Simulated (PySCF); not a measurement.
**Working out the ionisation energy of Ag²⁺**

Ag²⁺ [Kr] 4d9 (2D) → Ag³⁺ [Kr] 4d8 (3F). All numbers are calculated (PySCF 2.14, scalar relativity through the core potential, in aug-cc-pVTZ-PP with ECP28MDF). Frozen: 4s2 4p6. Energies in hartree (1 hartree = 27.21139 eV):

```
             part  Ag²⁺ (lower)  Ag³⁺ (upper)
              UHF   -145.098761   -143.890104
MP2 opposite-spin     -0.187370     -0.137925
    MP2 same-spin     -0.105026     -0.082948
```

Question: What does Hartree-Fock give?

Answer: (-143.890104) − (-145.098761) = 1.208657 hartree = 32.889 eV.

Question: What do MP2 and SCS-MP2 (6/5 opposite-spin, 1/3 same-spin) give?

Answer: The opposite-spin parts differ by 1.345 eV and the same-spin parts by 0.601 eV. MP2: 32.889 + (1.345) + (0.601) = 34.835 eV. SCS-MP2: 32.889 + 1.2 × (1.345) + (0.601)/3 = 34.703 eV.

Reference: 34.8 ± 0.3 eV (semi-empirical (NIST evaluation); NIST Atomic Spectra Database, ionization energies), between the lowest levels; spin-orbit coupling is absent from the calculation.

What remains against the reference includes basis incompleteness, the frozen core and correlation beyond second order.
